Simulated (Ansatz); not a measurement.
Geometry optimisation, RKS PBE/STO-3G in Ansatz 0.2.0.

Input file:

```yaml
crystal:
  periodic: [false, false, false]
  atoms:
    - { symbol: O, position_ang: [-1.52317, 0.21129, 0.88668] }
    - { symbol: Si, position_ang: [-0.19974, 0.02827, 0.11698] }
    - { symbol: O, position_ang: [1.2012, -0.0633, 1.04753] }
    - { symbol: O, position_ang: [0.19639, 1.23812, -0.98591] }
    - { symbol: O, position_ang: [-0.07242, -1.35815, -0.83066] }
    - { symbol: H, position_ang: [1.23991, 0.67453, 1.64576] }
    - { symbol: H, position_ang: [-0.53983, 1.39066, -1.56759] }
    - { symbol: H, position_ang: [-0.30235, -2.12143, -0.31277] }
total_charge: -1
basis:
  gaussian: { orbitals: STO-3G }
hamiltonian:
  xc: pbe
relax:
  f_tol: 0.02
  max_steps: 40
scf:
  lower_state_search: "off"
```

Run as:

```bash
$ ansatz run input.yaml --threads 1 --pin off --max-ram 2048MiB --backend cpu --events-out ev --progress --plain --runs-dir out
```

Where does it end, and by what steps?

It converged. Limits of this set-up: minimal basis, an anion without diffuse functions, the dipole of an ion depends on the origin. After 8 steps the energy has fallen by 1.204 eV; H8 moved furthest, 0.27 Å.

| step | energy less start (eV) | largest force component (eV/Å) | accepted |
| --- | --- | --- | --- |
| 0 | 0.0000 | 4.890 | yes |
| 1 | -0.8589 | 1.935 | yes |
| 2 | -1.1715 | 0.298 | yes |
| 3 | -1.1857 | 0.198 | yes |
| 4 | -1.1490 | 1.603 | no |
| 5 | -1.1963 | 0.130 | yes |
| 6 | -1.2023 | 0.102 | yes |
| 7 | -1.2029 | 0.124 | yes |
| 8 | -1.2042 | 0.018 | yes |

```xyz
8
Properties=species:S:1:pos:R:3
O -1.532 0.177 0.889
Si -0.153 0.014 0.108
O 1.398 0.033 1.019
O 0.282 1.220 -1.156
O 0.120 -1.499 -0.830
H 1.133 0.685 1.789
H -0.676 1.482 -1.473
H -0.572 -2.112 -0.347
```

Whether the end is a true minimum wasn't checked by a vibrational analysis.

The run took 12 s on 1 thread of Arm Neoverse V1, on a shared host, peak memory 0.095 GiB.
